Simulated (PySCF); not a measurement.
Estimate the missing entries of this data sheet.

C6H9NO.
Structure used (GFN2-xTB), in Å, numbered top down from 1:
```xyz
17
C6H9NO angstrom
N     -1.745    0.302   -0.897
C     -1.650   -0.299    0.311
O     -2.619   -0.690    0.922
C     -0.223   -0.436    0.824
C      0.457    0.948    0.931
C      1.396    0.983   -0.237
C      1.494   -0.192   -0.835
C      0.644   -1.236   -0.174
H     -2.654    0.436   -1.307
H     -0.931    0.626   -1.388
H     -0.281   -0.932    1.793
H     -0.268    1.764    0.905
H      1.016    1.041    1.866
H      1.925    1.882   -0.502
H      2.117   -0.430   -1.680
H      0.038   -1.794   -0.890
H      1.278   -1.958    0.347
```

```json
{"property": "point group of the GFN2-xTB geometry", "level": "GFN2-xTB", "value": "Cs"}
{"property": "rotational constants A, B, C of the GFN2-xTB geometry", "level": "GFN2-xTB", "value": "4.043, 1.568, 1.555 GHz"}
{"property": "dipole moment", "level": "CAM-B3LYP/def2-SVPD", "value": "4.12 D"}
{"property": "HOMO energy", "level": "CAM-B3LYP/def2-SVPD", "value": "?"}
{"property": "LUMO energy", "level": "CAM-B3LYP/def2-SVPD", "value": "?"}
{"property": "lowest singlet excitation", "level": "TDDFT CAM-B3LYP/def2-SVPD", "value": "5.63 eV (220 nm, f = 0.000)"}
{"property": "strongest line among the 8 lowest singlet transitions", "level": "TDDFT CAM-B3LYP/def2-SVPD", "value": "S2 at 6.88 eV (180 nm, f = 0.141)"}
{"property": "lowest triplet excitation (Tamm–Dancoff)", "level": "TDA CAM-B3LYP/def2-SVPD", "value": "?"}
{"property": "static isotropic polarisability", "level": "CAM-B3LYP/def2-SVPD", "value": "76.5 au"}
{"property": "electronic spatial extent ⟨r²⟩ about the centre of nuclear charge", "level": "CAM-B3LYP/def2-SVPD", "value": "?"}
```

Gas-phase values; electronic properties from PySCF, density fitting. One conformer (not necessarily the lowest) at the GFN2-xTB geometry, without solvent, vibrations or thermal averaging.

Give the electronic spatial extent ⟨r²⟩ about the centre of nuclear charge.

896 bohr².

What is the LUMO energy?

1.07 eV.

Give the lowest triplet excitation (Tamm–Dancoff).

4.38 eV.

Give the HOMO energy.

-8.56 eV.

With B = h/(8π²I), that is 505.379 GHz u Å² over I, the principal moments of inertia are 125.0, 322.4 and 325.0 u Å² (most abundant isotopes). The largest Löwdin shares of the HOMO are 0.40 on O3, 0.10 on C6, 0.10 on C7 and 0.08 on C2. No computed singlet falls in the visible range (750 to 380 nm, 1.65 to 3.26 eV); S1 lies 2.37 eV above its blue end. The dipole equals about 13.7 × 10⁻³⁰ C·m (1 D = 3.33564 × 10⁻³⁰ C·m). The polarisability is 11.34 Å³ as a volume (1 au = 0.148185 Å³), or 1.28 au for each of the 60 electrons.
